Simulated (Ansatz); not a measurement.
CH7FOSi2 (`F[SiH2]OC[SiH3]`) at its PBE0-D4/def2-TZVP geometry, where that method's forces vanish. Charge 0, multiplicity 1.

```xyz
12

F    -0.6580   -0.1753   -3.0139
Si   -0.8136    0.8824   -1.8279
O    -0.6789    0.1537   -0.3802
C     0.5332   -0.3979    0.1267
Si    0.3718   -0.6255    1.9965
H    -2.1705    1.4558   -1.8909
H     0.2760    1.8709   -2.0142
H     0.7385   -1.3614   -0.3544
H     1.3860    0.2578   -0.0965
H     0.1372    0.6905    2.6436
H    -0.7595   -1.5377    2.2993
H     1.6379   -1.2133    2.5119
```

Task: What forces (eV/Å) does ωB97M-V/def2-TZVPP give on these atoms in Ansatz 0.2.0? (Estimate.)

Result: Computed: 
```
F1   0.022 -0.091 -0.093
Si2 -0.086  0.311  0.007
O3  -0.198  0.067 -0.005
C4   0.304 -0.143  0.093
Si5 -0.019 -0.014  0.116
H6   0.177 -0.069  0.003
H7  -0.124 -0.122  0.027
H8  -0.017  0.084  0.032
H9  -0.071 -0.048  0.007
H10  0.027 -0.149 -0.080
H11  0.131  0.106 -0.041
H12 -0.144  0.068 -0.064
```
